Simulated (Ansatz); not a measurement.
`OBC[SiH3]` + H₂ → `CBO` + SiH₄  (hydrogenolysis of a C–Si bond)

Calculated with Ansatz (gas phase, PBE0-D4/def2-TZVP geometries, no zero-point term in ΔE). CBS: MP2 limit from def2 TZ/QZ plus the TZ coupled-cluster correction, frozen cores. This one scheme is used for every species. Functionals use def2-TZVPP. One conformer a species, not always the lowest.

```tsv
level	ΔE (kJ/mol)
revPBE-D4	-7.3
B97M-V	-18.7
r2SCAN0-D4	-13.9
B2PLYP	-21.4
r2SCANh	-14.4
r2SCAN0	-15.9
HF/def2-QZVPP	-39.4
MP2/def2-QZVPP	-7.6
```

**Question.** What does CCSD(T)/CBS give? (Estimate.)

**Answer.** Ansatz gave: -13.1 kJ/mol. The listed levels differ from it by 5.8, -5.6, -0.8, -8.3, -1.3, -2.8, -26.3, 5.5 kJ/mol.

**Question.** What do rigid-rotor, harmonic-oscillator terms from PBE0-D4/def2-TZVP frequencies (298.15 K, 1 bar) make of the CCSD(T)/CBS value? (An estimate is asked.)

**Answer.** Ansatz gave: ΔZPE = +13.2 kJ/mol, ΔH = -3.1 kJ/mol, ΔS = 21 J/(mol·K), ΔG = -9.2 kJ/mol.

Largest T1 diagnostic among the species: 0.012.

The D4 term adds +10.0 kJ/mol with B3LYP and +5.5 kJ/mol with PBE0; it sums over pairs of atoms, weighted by their polarisabilities, and B3LYP, whose exchange is more repulsive, gets the larger term. At CCSD(T), def2-SVP lies −14.0 kJ/mol from the extrapolated value and def2-TZVPP −2.9 kJ/mol. In def2-TZVPP, CCSD(T) changes the Hartree–Fock value by +23.7 kJ/mol (the triples alone add +4.7 kJ/mol) and MP2 by +30.4 kJ/mol.

B3LYP here is the variant with VWN-RPA as its local correlation; programs differ in this.
